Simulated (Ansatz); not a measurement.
Reaction (ligand exchange at the Si–C bond): `C=C(Cl)[SiH2]S` + `C[SeH]` → `C[Se][SiH2]S` + `C=CCl`

Computed with Ansatz on PBE0-D4/def2-TZVP structures; ΔE is electronic, products minus reactants. CBS: MP2 limit from def2 TZ/QZ plus the TZ coupled-cluster correction, frozen cores. This one scheme is used for every species. DFT in def2-TZVPP. B3LYP here is the variant with VWN-RPA as its local correlation; programs differ in this. For Se outer-core shells are correlated without core-valence functions, which leaves a few kJ/mol of doubt a bond. Scalar relativity is left out up to krypton. One conformer a species, not always the lowest.

```csv
level,ΔE (kcal/mol)
PBE-D4,-16.0
PBE0-D4,-16.2
B3LYP,-15.1
MP2/def2-TZVPP,-15.2
```

What does CCSD(T)/CBS give? (Estimate.)

Computed: -15.5 kcal/mol. The listed levels differ from it by -0.5, -0.7, 0.4, 0.3 kcal/mol.

Largest T1 diagnostic among the species: 0.011.
